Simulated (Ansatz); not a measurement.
BrClH₂MoN₂, SMILES [NH]=[Mo](=[NH])([Cl])[Br], multiplicity 1.

Geometry: PBE-D3(BJ)/def2-SVP. The multiplicity is an assumed one; no other spin state was optimised. The structure was generated by enumeration; whether it is a known compound was not checked. The def2 effective core potentials stand for the cores of Mo; spin–orbit coupling is left out.

Two levels are set side by side: PBE/def2-SVPD (Ansatz, an electronic-structure program) and CAM-B3LYP/def2-SVPD (Ansatz). Energy differences of separate SCF runs at the same geometry; the states with an electron removed or added have multiplicity 2 and 2. Differences are taken from unrounded values.

```tsv
quantity	PBE
vertical ionisation energy (eV)	9.70
vertical electron affinity (eV)	1.12
vertical singlet–triplet gap (eV)	3.20
```

Question: These are the PBE values. What does CAM-B3LYP give? (An estimate is asked for; the answer gives what the named calculation found.)

Answer: 
```tsv
quantity	CAM-B3LYP	PBE minus CAM-B3LYP
vertical ionisation energy (eV)	10.28	-0.58
vertical electron affinity (eV)	1.70	-0.58
vertical singlet–triplet gap (eV)	3.08	0.12
```
